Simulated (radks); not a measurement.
Values are calculated unless marked as measured or tabulated.
Numerical settings for neutral chromium, [Ar] 3d5 4s1. Level of theory: scalar-relativistic Kohn-Sham, PBE, spin-polarised, spherical densities, point nucleus; open shells are filled with parallel spins first (a radial shooting solver on a logarithmic mesh with Libxc functionals). The defaults (mesh step 0.008 in ln r, mesh end at 40 bohr or more with all orbitals vanishing there, Anderson mixing 0.5 over 9 steps, residual threshold near 1e-9 with the energy settled to 1e-9 hartree or 1e-11 of itself, here a cap of 90 iterations) give E = -1050.7280 hartree and 3d at -3.723 eV in 16 iterations. Run on one thread of a shared host, so times are rough (Arm Neoverse V2): 0.15 s of CPU time, 0.15 s wall, 16 iterations on 2669 mesh points. Changes against that run (0 stands for a change within the tolerance of the run):

setting,iterations,converged,E (mhartree),e(3d) (meV),CPU (s)
mesh step in ln r 0.08,65,yes,+0.0962,-0.0143,0.1
mesh step in ln r 0.012,16,yes,0,0,0.1
mesh step in ln r 0.005,16,yes,0,0,0.23
mesh end (bohr) 400,16,yes,0,0,0.15
mesh end (bohr) 20,16,yes,0,0,0.14
residual threshold 1e-05,12,yes,0,+0.116,0.12
residual threshold 0.1,11,yes,0,-0.213,0.12
mixing 2.5,17,yes,0,0,0.15
"linear mixing, mixing 0.8",90,no,+1.14e+04,+3.73e+03,1.6
"linear mixing, mixing 1",90,no,+6.7e+04,+3.74e+03,2
mixing history 2,25,yes,0,0,0.2
iteration cap 5,5,no,+7.95,-959,0.06

No run marked as converged misses the energy by more than 1 mhartree. A mesh that ends early acts as a hard wall.
